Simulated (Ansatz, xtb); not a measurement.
# Relaxing a trial structure of Cl2FGeH3Si

The starting geometry of this gas-phase singlet has its atoms placed at random.

```csv
atom,x (Å),y (Å),z (Å)
Cl,-0.3332,2.0021,-0.0524
Cl,0.4994,-0.1172,-1.9694
F,0.5624,0.7781,2.1133
Ge,-1.0603,-1.5972,-0.6154
Si,0.7333,-0.1662,0.5512
H,0.9061,-2.2205,0.0833
H,1.1140,-1.1365,1.6109
H,0.5178,1.2619,-1.4034
```

Task: Guess where an optimisation with r2SCAN-D4/def2-SVP ends from this start.

Result: It ends as a structure with Cl2 bridging H8 and Ge4, given below by its coordinates. Distances that change by over a tenth: Cl2–Si5 (2.53 → 3.47 Å), F3–Si5 (1.83 → 1.63 Å). Contacts that close: Cl1–Si5 (2.49 → 2.15 Å), Ge4–H6 (2.18 → 1.60 Å).

The energy falls by 6.24 eV over 29 steps:

```
step  E − E(last) (eV)
   1             6.244
   4             1.768
   7             0.765
  10             0.226
  13             0.110
  17             0.088
  20             0.082
  23             0.060
  26             0.007
  29             0.000
```

Final geometry (Å):

```xyz
8

Cl    1.4009    1.4799   -0.1039
Cl   -0.6814   -0.0264   -2.1448
F    -0.6121    0.8172    1.9865
Ge   -0.4715   -1.8097   -0.2747
Si    0.4806   -0.0268    1.1213
H     1.0336   -2.0268   -0.7565
H     1.5651   -0.3994    2.0772
H     0.2243    0.7966   -1.5870
```

From the same start GFN2-xTB ends elsewhere, in pieces: ClFGeH2Si + ClH.

From so rough a start the end depends on the optimiser's path, so another program may land elsewhere. No frequencies were run, so the end isn't proven a minimum. Run with Ansatz 0.2.0, 2.2 min on 2 threads of Intel(R) Xeon(R) Platinum 8259CL CPU @ 2.50GHz (Skylake/Cascade Lake), on a shared host.
